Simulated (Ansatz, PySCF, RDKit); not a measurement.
Dimer: C2H3N (SMILES CC#N) (first 6 atoms) with CH5N (SMILES CN); geometry from B3LYP-D3(BJ)/def2-TZVP, rigid monomers moved along the line of their centres of mass till H5···N8 is 3.36 Å.
(charge 0, multiplicity 1):
```
atom    x (Å)    y (Å)    z (Å)
----  -------  -------  -------
C      0.1925   1.3018   0.1628
C     -0.6366   0.1087   0.1424
N     -1.2926  -0.8356   0.1621
H     -0.2892   2.1057  -0.3942
H      0.3242   1.6020   1.2047
H      1.1636   1.0938  -0.2870
C      0.8428  -0.6372   4.5128
N     -0.1652   0.4053   4.3071
H      1.7657  -0.1822   4.8766
H      1.0618  -1.1137   3.5566
H      0.5510  -1.4250   5.2183
H     -0.4108   0.8446   5.1862
H     -1.0137  -0.0018   3.9301
```

Interaction energies are E(AB) − E(A) − E(B) at the monomers' geometry in the complex; basis-set methods are counterpoise corrected. Rows marked so take none. RDKit's UFF carries no charges.

Cores are frozen in the correlated methods. Rows in 3-21G, 6-311+G** carry no dispersion term and start afresh at each structure.

Run with Ansatz (a first-principles code) with Gaussian orbitals; PySCF for 3-21G rows, 6-311+G** rows, the dispersion terms; RDKit for the force fields. Each number belongs to the level named beside it.

```csv
level,interaction energy (kJ/mol)
UFF,-3.2
HF/3-21G (no counterpoise),-10.8
PBE-D4/def2-TZVPPD,-11.3
r2SCAN/def2-TZVPPD,-9.0
B3LYP/6-311+G** (no counterpoise),(withheld)
B3LYP/def2-TZVPPD,(withheld)
PBE0/def2-TZVPPD,-8.8
CCSD/aug-cc-pVDZ,-9.6
CCSD(T)/aug-cc-pVDZ,-10.0
```

**Question.** What belongs in the gaps?

**Answer.** 
- B3LYP/6-311+G** (no counterpoise), interaction energy (kJ/mol): -8.0
- B3LYP/def2-TZVPPD, interaction energy (kJ/mol): -7.2
